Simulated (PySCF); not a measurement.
PySCF 2.14 output of a UHF calculation on a single atom or ion in aug-cc-pVDZ-PP with ECP10MDF (5s4p3d, 32 functions), with scalar relativity through the core potential:

```
SCF conv_tol = 1e-09
number electrons alpha = 13  beta = 12
cycle= 1 E= -415.474476173091  delta_E= -0.00311  |g|= 0.0194  |ddm|= 0.0518
cycle= 2 E= -415.47476444008  delta_E= -0.000288  |g|= 0.00609  |ddm|= 0.0169
cycle= 3 E= -415.474797891807  delta_E= -3.35e-05  |g|= 0.000487  |ddm|= 0.01
cycle= 4 E= -415.474798339941  delta_E= -4.48e-07  |g|= 0.000126  |ddm|= 0.00273
cycle= 5 E= -415.474798365517  delta_E= -2.56e-08  |g|= 4.06e-05  |ddm|= 0.000659
cycle= 6 E= -415.474798368204  delta_E= -2.69e-09  |g|= 8.68e-06  |ddm|= 0.000239
cycle= 7 E= -415.474798368329  delta_E= -1.25e-10  |g|= 4.7e-07  |ddm|= 5.82e-05
converged SCF energy = -415.474798368329  <S^2> = 0.75619506  2S+1 = 2.0061855
```

The run itself started from symmetry-adapted Hartree-Fock orbitals and held the occupation by maximum overlap, so the iterations belong to that start.

Problem. Which element, charge and spin multiplicity is this?

Solution. Br (bromine, neutral), multiplicity 2; the state was [Ar] 3d10 4s2 4p5, 2P determinant.

Energies and moments cover only the electrons outside the core potential.
